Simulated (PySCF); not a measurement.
Can point charges reproduce the dipole moment of `[H]/N=C\[C@H]1C=CC[SiH2]1`?

Coordinates (GFN2-xTB, Å) and charges (e) from the PBE0/pcSseg-1 density (PySCF):

```
atom       x       y       z  Mulliken      IAO  Hirshfeld  ESP-fitted
  N1   2.036  -1.063   1.147   -0.3457  -0.4512    -0.2506     -0.7469
  C2   1.970  -0.267   0.178   +0.0714  +0.0459    +0.0421     +0.3216
  C3   0.804   0.024  -0.706   -0.5108  -0.4231    -0.1160     +0.0523
  C4  -0.210  -1.084  -0.691   -0.1166  -0.1636    -0.0517     -0.3256
  C5  -1.396  -0.868  -0.149   -0.1394  -0.1389    -0.0404     -0.1407
  C6  -1.709   0.493   0.398   -0.4854  -0.5483    -0.1591     -0.0425
 Si7  -0.175   1.543  -0.031   +0.7215  +0.7579    +0.3592     +0.2750
  H8   1.176  -1.586   1.318   +0.1626  +0.2366    +0.0908     +0.3622
  H9   2.869   0.310  -0.030   +0.1061  +0.1370    +0.0436     +0.0189
 H10   1.175   0.200  -1.718   +0.1613  +0.1588    +0.0445     +0.0231
 H11   0.081  -2.041  -1.102   +0.1000  +0.1516    +0.0473     +0.1597
 H12  -2.156  -1.635  -0.091   +0.1013  +0.1510    +0.0490     +0.1148
 H13  -1.891   0.430   1.472   +0.1594  +0.1590    +0.0438     +0.0449
 H14  -2.633   0.869  -0.045   +0.1552  +0.1583    +0.0436     +0.0434
 H15  -0.414   2.525  -1.092   -0.0780  -0.1192    -0.0757     -0.0903
 H16   0.464   2.158   1.131   -0.0631  -0.1116    -0.0710     -0.0701
```

Question: Compute μ = Σ q r for each scheme (1 e·Å = 4.803 D) and compare with the dipole of the full density.

Answer: The full density gives (-2.30, 0.90, -1.39) D, 2.83 D in size; dipole vectors point from the negative to the positive end.

| scheme | μx | μy | μz | size (D) | share of the full size (%) | angle to the full dipole (°) |
| --- | --- | --- | --- | --- | --- | --- |
| Mulliken | -1.36 | 3.67 | -0.39 | 3.94 | 139 | 51 |
| IAO | -1.49 | 2.21 | -1.12 | 2.90 | 102 | 32 |
| Hirshfeld | -1.25 | 1.12 | -0.87 | 1.89 | 67 | 18 |
| ESP-fitted | -2.29 | 0.90 | -1.35 | 2.81 | 99 | 1 |

Question: Which set comes closest?

Answer: Length of the difference vector: ESP-fitted 0.04 D, Hirshfeld 1.19 D, IAO 1.56 D, Mulliken 3.10 D. Closest: ESP-fitted. The schemes that divide the density aren't constrained to reproduce the dipole.

Question: What is left for the Hirshfeld atoms' own dipoles?

Answer: The shares of the density sum to the whole, so what Σ q r misses lies in dipoles about the nuclei. The atomic dipoles sum to (-2.30, 0.90, -1.39) − (-1.25, 1.12, -0.87) = (-1.05, -0.22, -0.52) D, 1.19 D in size.

Question: With the origin at the mean of the coordinates, (0.000, 0.001, -0.001) Å, which are the largest single terms, by size, of the ESP-fitted dipole along the direction of the full one?

Answer: N1 +9.16, H8 -3.66, C2 -2.74, Si7 +0.85, H15 -0.73 D; all 16 atoms together +2.81 D. The single terms depend on the origin, their sum doesn't.

Question: Give the size of the full dipole in other units.

Answer: 2.83 D = 1.114 au = 0.590 e·Å = 9.44 × 10⁻³⁰ C·m.

The structure is a single GFN2-xTB conformer in the gas phase; no vibrational or solvent corrections.
